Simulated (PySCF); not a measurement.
C7H7F2 (doublet state).
Z-matrix (Å and degrees, GFN2-xTB geometry), rows numbered from 1:
```
C 
C   1  1.5463
C   2  1.4915  1  110.33
C   3  1.3541  2  122.08  1  -121.30
F   4  1.3482  3  119.56  2   179.06
C   4  1.4069  3  121.67  2    -1.22
F   6  1.3444  4  120.51  3   179.90
C   6  1.4018  4  119.81  3    -0.40
C   8  1.3545  6  120.72  4     0.45
H   1  1.0866  2  110.20  3   -57.76
H   1  1.0868  2  109.92  3    62.20
H   1  1.0867  2  110.16  3  -177.91
H   2  1.1035  1  105.81  3   117.39
H   3  1.0781  2  118.24  1    57.30
H   8  1.0791  6  117.90  4  -179.36
H   9  1.0787  2  116.65  1   -57.48
```

Identity: `C[C@@H]1[CH]C(F)=C(F)C=C1` [radical].

Method used: PySCF 2.14.0, UKS B3LYP, pcH-1 on C F H, non-relativistic, mean-field spin-orbit, GIAO. Geometry: GFN2-xTB; no solvent, vibrations or thermal averaging. A GFN2-xTB geometry isn't a minimum of the functional, and hyperfine couplings can be far from their values at a DFT geometry. Stability of the SCF solution: not tested. ⟨S²⟩ is 0.784 where a pure state has 0.75.

Q: Match the computed a_iso(19F) values +87.1, -25.9 MHz with the sites F5; F7.

A: 
| site | a_iso (MHz) | ρ(0) (bohr⁻³) | position | distance from C6 (Å) | bound to | spin population there | largest \|T\| (MHz) |
| --- | --- | --- | --- | --- | --- | --- | --- |
| F5 | -25.9 | -0.0062 | 2 bonds from C3 | 2.37 | C4 | -0.18 | 67.4 |
| F7 | +87.1 | +0.0207 | 1 bond from C6 | 1.34 | C6 | +0.49 | 293.0 |

ρ(0) is the spin density at the nucleus and T the dipolar tensor; entries for several nuclei are means. The Mulliken spin populations are largest on C6 (+0.49), C9 (+0.43), C3 (+0.43) and C8 (-0.20). Three atoms exceed +0.15. The positive populations add up to 1.51 and the negative ones to -0.51, together 2S = 1. Main spin sites, with 60 % or more of the largest population: C3, C6, C9; positions count bonds from the nearest.

Means are taken over nuclei equivalent by connectivity, which assumes that they swap fast.

C3, the radical centre as drawn in `C[C@@H]1[CH]C(F)=C(F)C=C1`, holds a spin population of +0.43 out of 1.
